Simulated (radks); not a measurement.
The aluminium ion Al3+, configuration 1s1 2s2 2p6 3d1 (not the ground configuration).

All-electron calculation, scalar-relativistic Kohn-Sham, exchange-only B88, spin-polarised, spherical densities, point nucleus; open shells are filled with parallel spins first. Program: a radial shooting solver on a logarithmic mesh with Libxc functionals.

Energy parts (eV):
part                  energy
total              -4962.130
kinetic             4977.316
electron-nucleus  -11750.180
Hartree             2203.859
exchange            -393.124

Orbitals (lengths in bohr, moments of r in powers of bohr; <r^-3> diverges for s and p1/2; r(max) is where P^2 peaks):
| orbital | occ. | eigenvalue (eV) | <r^4> | <r> | r(max) | <r^-3> |
|---|---|---|---|---|---|---|
| 1s up | 1 | -1703.992 | 0.0008603 | 0.1168 | 0.07686 | - |
| 1s down | 0 | -1636.379 | 0.0009334 | 0.1189 | 0.07767 | - |
| 2s up | 1 | -171.5400 | 0.2987 | 0.5816 | 0.4677 | - |
| 2s down | 1 | -168.2827 | 0.3099 | 0.5878 | 0.4740 | - |
| 2p up | 3 | -135.7562 | 0.2769 | 0.5313 | 0.3853 | 48.39 |
| 2p down | 3 | -133.4230 | 0.2855 | 0.5376 | 0.3912 | 45.61 |
| 3d up | 1 | -21.4130 | 78.57 | 2.426 | 2.076 | 0.2589 |

The highest occupied level is 3d up at -21.413 eV. The configuration is held as typed, so some empty levels lie below it. Spin moment in Bohr magnetons: 2.
